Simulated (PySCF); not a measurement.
Compound: C₅H₃NO.
Cartesian coordinates in Å at the PBE0-D3(BJ)/def2-SVP level; atoms count from 1:
```
atom  x, y, z in Å
N1     3.4343   -0.4158   -0.0171
C2     2.2837   -0.2784    0.0376
C3     0.8834   -0.0772    0.0975
C4     0.1178    1.0543   -0.0301
C5    -1.2305    0.6276    0.1221
C6    -1.1749   -0.7222    0.3288
O7     0.0934   -1.1553    0.3157
H8     0.4884    2.0603   -0.2105
H9    -2.1265    1.2424    0.0834
H10   -1.9365   -1.4797    0.4953
```

Method: core-valence-separated Tamm–Dancoff BHandHLYP/aug-pcX-1 (pcseg-1 on H) in PySCF, non-relativistic, gas phase, PBE0-D3(BJ)/def2-SVP geometry. BHandHLYP without relativity tends to put these K edges a few eV too low, so spacings mean more than positions.

The lowest roots of each edge with f over 0.003 (five at most, numbered afresh; weaker and dark ones are left out), with transition dipoles (au) in the frame of the coordinates:

```json
{"root": "1", "edge": "C", "E (eV)": "283.13", "f": "0.0550", "μx": "0.0055", "μy": "0.0136", "μz": "0.0879"}
{"root": "2", "edge": "C", "E (eV)": "283.76", "f": "0.0545", "μx": "-0.0055", "μy": "-0.0136", "μz": "-0.0874"}
{"root": "3", "edge": "C", "E (eV)": "283.83", "f": "0.0581", "μx": "0.0108", "μy": "0.0904", "μz": "-0.0079"}
{"root": "4", "edge": "C", "E (eV)": "283.83", "f": "0.0465", "μx": "-0.0044", "μy": "-0.0050", "μz": "-0.0815"}
{"root": "5", "edge": "C", "E (eV)": "284.16", "f": "0.0645", "μx": "-0.0061", "μy": "-0.0148", "μz": "-0.0949"}
{"root": "6", "edge": "N", "E (eV)": "396.88", "f": "0.0659", "μx": "-0.0094", "μy": "-0.0808", "μz": "0.0129"}
{"root": "7", "edge": "N", "E (eV)": "397.08", "f": "0.0551", "μx": "0.0048", "μy": "0.0112", "μz": "0.0742"}
{"root": "8", "edge": "N", "E (eV)": "402.52", "f": "0.0059", "μx": "0.0015", "μy": "0.0036", "μz": "0.0240"}
{"root": "9", "edge": "O", "E (eV)": "532.55", "f": "0.0309", "μx": "-0.0031", "μy": "-0.0075", "μz": "-0.0480"}
{"root": "10", "edge": "O", "E (eV)": "535.47", "f": "0.0174", "μx": "-0.0242", "μy": "-0.0266", "μz": "0.0057"}
{"root": "11", "edge": "O", "E (eV)": "536.48", "f": "0.0087", "μx": "-0.0188", "μy": "-0.0172", "μz": "0.0039"}
{"root": "12", "edge": "O", "E (eV)": "536.92", "f": "0.0175", "μx": "0.0363", "μy": "-0.0005", "μz": "-0.0023"}
{"root": "13", "edge": "O", "E (eV)": "537.29", "f": "0.0032", "μx": "0.0070", "μy": "-0.0137", "μz": "0.0017"}
```

Task: What is the unit vector of the normal of the molecular plane, and which share of each root's |μ|² lies along it?

Result: (-0.06, -0.15, -0.99), up to sign.

| root | core hole on | share along it | final orbital under reflection in the plane |
| --- | --- | --- | --- |
| 1 | C4 | 1.00 | odd |
| 2 | C5 | 1.00 | odd |
| 3 | C2 | 0.01 | even |
| 4 | C2 | 0.99 | odd |
| 5 | C6 | 1.00 | odd |
| 6 | N1 | 0.00 | even |
| 7 | N1 | 1.00 | odd |
| 8 | N1 | 1.00 | odd |
| 9 | O7 | 1.00 | odd |
| 10 | O7 | 0.00 | even |
| 11 | O7 | 0.00 | even |
| 12 | O7 | 0.00 | even |
| 13 | O7 | 0.00 | even |

The 1s orbitals of atoms in the plane are even under the reflection, so light polarised along the normal reaches odd orbitals alone (the out-of-plane π set) and light polarised in the plane even ones.

Task: For fixed molecules, how does the intensity of root 1 change when the electric field is turned 60° away from the normal of the molecular plane?

Result: Intensity goes as (E·μ)², and μ lies along that direction, so it falls to cos²60° = 0.25 of its maximum; it vanishes at 90°.

Task: Molecules are fixed in this frame and the field points along (1, 1, 0)/√2. What effective strengths 3 f cos²θ do the roots have (θ between field and μ)?

Result: root 1 (C4): 0.004, root 2 (C5): 0.004, root 3 (C2): 0.107, root 4 (C2): 0.001, root 5 (C6): 0.005, root 6 (N1): 0.118, root 7 (N1): 0.004, root 8 (N1): 0.000, root 9 (O7): 0.002, root 10 (O7): 0.051, root 11 (O7): 0.026, root 12 (O7): 0.025, root 13 (O7): 0.001. Averaged over all orientations cos²θ is 1/3, which gives f back.

